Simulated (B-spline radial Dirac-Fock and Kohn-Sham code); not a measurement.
**Two-hole binding energies of Gd³²⁺**

System: Gd³²⁺ in the configuration [Ar] 3d10 4s2 4p2.

Input of the calculation (task.json; shells as n, l, electrons):

```json
{"items": [{
  "Z": 64,
  "q": 32,
  "cfg": [[1, 0, 2], [2, 0, 2], [2, 1, 6], [3, 0, 2], [3, 1, 6], [3, 2, 10], [4, 0, 2], [4, 1, 2]],
  "A": 158,
  "rrms": 5.1569,
  "do": ["binding", "quiet", "double"]
}]}
```

Run with: `python xray_run.py task.json out`

Method: ΔSCF Dirac-Fock with Breit, self-energy and vacuum polarisation, finite nucleus, configuration average. Computed with a B-spline atomic structure program. U is the two-hole binding energy less the two single-hole energies, the effective repulsion of the holes after relaxation. Each two-hole energy is an average over J within one jj subconfiguration.

```tsv
holes	E(a) (eV)	E(b) (eV)	E(ab) (eV)	U (eV)
1s⁻²	51511.6	51511.6	104194.5	1171.4
1s⁻¹ 2p3/2⁻¹	51511.6	8497.6	60339.7	330.5
1s⁻¹ 3p3/2⁻¹	51511.6	2733.4	54376.2	131.2
2s⁻¹ 2p3/2⁻¹	9634.2	8497.6	18341.0	209.3
2p3/2⁻²	8497.6	8497.6	17238.4	243.2
2s⁻¹ 3p3/2⁻¹	9634.2	2733.4	12482.2	114.6
2p1/2⁻¹ 3s⁻¹	9187.5	3074.3	?	?
2p1/2⁻¹ 3d3/2⁻¹	9187.5	2413.8	11724.8	123.4
2p1/2⁻¹ 3d5/2⁻¹	9187.5	2381.9	11694.9	125.5
2p3/2⁻¹ 3p1/2⁻¹	8497.6	2882.4	11501.8	121.9
2p3/2⁻¹ 3d3/2⁻¹	8497.6	2413.8	11038.2	126.8
3p1/2⁻¹ 3p3/2⁻¹	2882.4	2733.4	5706.5	90.7
3p3/2⁻²	2733.4	2733.4	5557.3	90.4
3d3/2⁻²	2413.8	2413.8	4929.3	101.7
```

Question: Give the missing two-hole energy and U.

Answer: E(ab) = 12378.1 eV and U = 116.3 eV.
